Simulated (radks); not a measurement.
Neutral strontium, 38 electrons, occupied as [Kr] 5s1.5 5p0.5 (fractional occupations, a model configuration). All-electron calculation, Dirac Kohn-Sham, LDA (Slater exchange, Perdew-Wang correlation), spin-unpolarised, spherical densities, point nucleus; open shells fill j = l - 1/2 first. Program: a radial shooting solver on a logarithmic mesh with Libxc functionals.

Radial electron density D(r) = 4 pi r^2 rho(r):

r (bohr)  D(r) (e/bohr)
0.003832          6.235
0.004461          7.961
0.005193          10.08
0.006046          12.66
0.007038          15.73
0.008194          19.30
0.009539          23.34
0.0111            27.78
0.01293           32.44
0.01517           37.30
0.01766           41.51
0.02056           44.91
0.02394           47.10
0.02786           47.79
0.03244           46.93
0.03776           44.84
0.04396           42.26
0.05118           40.26
0.05958           39.97
0.06936           42.13
0.08075           46.58
0.09401           52.05
0.1094            56.36
0.1274            57.29
0.1483            53.73
0.1727            46.64
0.201             38.94
0.234             34.09
0.2724            33.96
0.3171            37.42
0.3692            40.88
0.4298            40.63
0.5004            35.35
0.5825            26.69
0.6781            17.93
0.7895            11.71
0.9191            8.692
1.07              7.793
1.246             7.381
1.45              6.431
1.688             4.867
1.981             3.100
2.306             1.812
2.685             1.067
3.126            0.7388
3.639            0.6097
4.236            0.5191
4.931            0.4051
5.741            0.2756
6.683            0.1609
7.78            0.08021
9.058           0.03405
10.54           0.01225
12.28          0.003691
14.29         0.0009090
16.64         0.0001770

D(r) has 3 maxima, at r = 0.0276, 0.122, 0.397 bohr, and minima at 0.0563, 0.254 bohr, inside which lie 2.07, 11.07 electrons.
